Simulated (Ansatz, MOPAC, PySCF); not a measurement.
Dimer: CH3F (SMILES CF) (first 5 atoms) with H4OSi (SMILES O[SiH3]); geometry from B3LYP-D3(BJ)/def2-TZVP, rigid monomers moved along the line of their centres of mass till F2···H8 is 2.66 Å.
(charge 0, multiplicity 1):
```xyz
11

C     -0.5259    -0.4380    -0.3576
F      0.6257     0.2779     0.0052
H     -1.3962     0.1694    -0.1141
H     -0.4757    -0.6335    -1.4274
H     -0.5401    -1.3695     0.2064
O      0.0665     0.8920     3.4799
Si     0.4228    -0.3875     4.4530
H      0.4310     0.8864     2.5858
H      0.0123    -1.6743     3.8298
H     -0.3347    -0.1867     5.7051
H      1.8728    -0.4782     4.7566
```

Counterpoise-corrected where a basis set is named; no monomer relaxation. Rows marked so take none.

Rows in 3-21G, 6-31G* carry no dispersion term and start afresh at each structure (6-31G* with six Cartesian d functions). The state reached by PM6 isn't checked.

Programs: Ansatz (a quantum-chemistry and plane-wave program) with Gaussian orbitals; MOPAC for PM6 (differences of heats of formation); PySCF for 3-21G rows, 6-31G* rows, the dispersion terms. Each number belongs to the level named beside it.

Q: One of these levels gives -3.78 kcal/mol for the interaction energy. Which one is it?
A) PM6
B) HF/3-21G (no counterpoise)
C) HF/6-31G*
D) PBE-D3(BJ)/def2-TZVPPD

A: B, HF/3-21G (no counterpoise). The others give -0.82 (PM6), -2.25 (HF/6-31G*), -2.72 (PBE-D3(BJ)/def2-TZVPPD)
